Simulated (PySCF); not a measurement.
Si(H)(Br)2(OH), H2Br2OSi, SMILES [SiH](Br)(Br)O, singlet, B3LYP/def2-SVP optimised geometry.

```
6

Si    -0.66    -0.70     0.00
O      0.99    -0.70     0.00
Br    -1.46     1.39     0.00
Br    -1.46    -1.76     1.79
H     -1.09    -1.39    -1.22
H      1.46    -0.28     0.73
```

Density from B3LYP/def2-TZVP (PySCF) at that geometry.

Minimum of the electron density along straight lines between bonded atoms, close to the bond critical point (lines longer than 1.1 times the sum of covalent radii, or with two minima, are not listed):

```
bond     length / Å  ρ at the minimum / e bohr⁻³  ∇²ρ there / e bohr⁻⁵  position (fraction from the first atom)
-------  ----------  ---------------------------  --------------------  ---------------------------------------
Si1–O2        1.647                        0.140                  0.80                                     0.41
Si1–Br3       2.236                        0.090                  0.04                                     0.35
Si1–Br4       2.236                        0.090                  0.04                                     0.35
Si1–H5        1.472                        0.131                  0.12                                     0.49
O2–H6         0.966                        0.349                 -2.37                                     0.81
```
